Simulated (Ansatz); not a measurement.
`[NH2][GeH]([OH])[SH]` and `[NH2][GeH]([OH])[CH2]Cl` differ in one atom or group.

Ansatz, PBE0-D4/def2-TZVP geometries, multiplicity 1. Each molecule was computed in one conformer, which needn't be the lowest.

Scalar relativity is left out up to krypton.

| property | `[NH2][GeH]([OH])[SH]` |
| --- | --- |
| HOMO–LUMO gap (PBE/def2-TZVPP) / eV | 5.41 |
| size of the dipole moment (B3LYP/def2-TZVPP) / D | 1.16 |
| LUMO energy (PBE0/def2-TZVPP) / eV | 0.24 |
| HOMO energy (PBE/def2-TZVPP) / eV | -6.10 |
| size of the dipole moment (PBE/def2-TZVPP) / D | 1.02 |
| HOMO energy (PBE0/def2-TZVPP) / eV | -7.43 |

Problem. What does the change do to each property? (Best estimate.)

Solution. Ansatz gave: 
| property | `[NH2][GeH]([OH])[CH2]Cl` | shift |
| --- | --- | --- |
| HOMO–LUMO gap (PBE/def2-TZVPP) / eV | 5.48 | 0.07 |
| size of the dipole moment (B3LYP/def2-TZVPP) / D | 1.12 | -0.04 |
| LUMO energy (PBE0/def2-TZVPP) / eV | 0.32 | 0.08 |
| HOMO energy (PBE/def2-TZVPP) / eV | -6.17 | -0.07 |
| size of the dipole moment (PBE/def2-TZVPP) / D | 1.14 | 0.12 |
| HOMO energy (PBE0/def2-TZVPP) / eV | -7.59 | -0.16 |

With PBE0 the HOMO falls by 0.16 eV and the LUMO rises by 0.08 eV, so the gap widens by about 0.24 eV. PBE moves the HOMO by -0.07 eV and ωB97M-V by -0.24 eV. Dipoles are sizes alone; their direction can turn.

B3LYP here is the variant with VWN-RPA as its local correlation; programs differ in this.
